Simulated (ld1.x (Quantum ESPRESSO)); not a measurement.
## carbon (C): one change to a PAW potential, before and after

- Element: C
- Generator: ld1.x (Quantum ESPRESSO) 7.5
- Type: PAW
- Functional: PBE
- Relativity: non-relativistic
- Frozen core: [He]
- Valence charge: 4
- Reference configuration: 2s2 2p2
- Partial waves: 2s (bound): rcut 1.10, rcutus 1.25 bohr; 2s channel at -0.35 Ry: rcut 1.10, rcutus 1.25 bohr; 2p (bound): rcut 1.60, rcutus 1.95 bohr; 2p channel at 0.2 Ry: rcut 1.60, rcutus 1.95 bohr
- Local potential: all-electron potential smoothed inside 0.95 bohr (lloc = -1)
- Core correction: Bessel-smoothed model core inside 0.80 bohr
- Augmentation charge: PSQ, radius 1.00 bohr

All-electron outer shells of the reference configuration (PBE, non-relativistic, ld1.x):

```csv
shell,level (eV),outermost node (bohr),outermost maximum (bohr)
2s,-13.74,0.38,1.22
2p,-5.29,–,1.20
```

Change: waves 2p (bound): rcut 1.60, rcutus 2.46 bohr; 2p channel at 0.2 Ry: rcut 1.60, rcutus 2.46 bohr.

Cutoffs: the cutoffs (Ry, on a coarse ladder) from which the occupation-weighted sum of valence levels, in a spherical-Bessel basis at the reference potential, stays within 10 and 1 mRy of its value at 400 Ry; they do not see the model core or the augmentation charge, which bear on the density cutoff. Errors are all-electron minus pseudo energies relative to the spin-unpolarised reference configuration.

What does the change do?

The potential gets softer (18 Ry and 21 Ry → 10 Ry and 18 Ry); of the 7 tests that both files solve, the error grows in 3 and shrinks in 0 by more than 15 % and 0.3 meV (median size 1.1 → 2.9 meV); neither file shows a bound ghost. A larger radius leaves more room for a smooth pseudo-wave, so fewer plane waves are needed. More of the atom is replaced by a form fitted at one configuration, so other configurations suffer.

| quantity | base | changed |
| --- | --- | --- |
| cutoff, loose | 18 Ry | 10 Ry |
| cutoff, tight | 21 Ry | 18 Ry |
| loose cutoff by channel (10 mRy a level) | s 8 Ry, p 15 Ry | s 8 Ry, p 8 Ry |
| bound ghosts | none | none |
| error for 2s2 2p1, meV [ΔE 10.87 eV] | -0.1 | -3.4 |
| error for 2s2 2p0, meV [ΔE 35.02 eV] | +1.1 | +0.9 |
| error for 2s1 2p0, meV [ΔE 83.20 eV] | -7.4 | -7.6 |
| error for 2s2 2p2.3, meV [ΔE -1.16 eV] | 0.0 | 0.0 |
| error for 2s1 2p3, meV [ΔE 8.46 eV] | -0.4 | -0.6 |
| error for 2s1 2p2, meV [ΔE 19.60 eV] | -1.1 | -8.3 |
| error for 2s0 2p4, meV [ΔE 16.94 eV] | -1.9 | -2.9 |
| lowest overlap eigenvalue by channel | s 0.53, p 0.93 | s 0.53, p 0.88 |
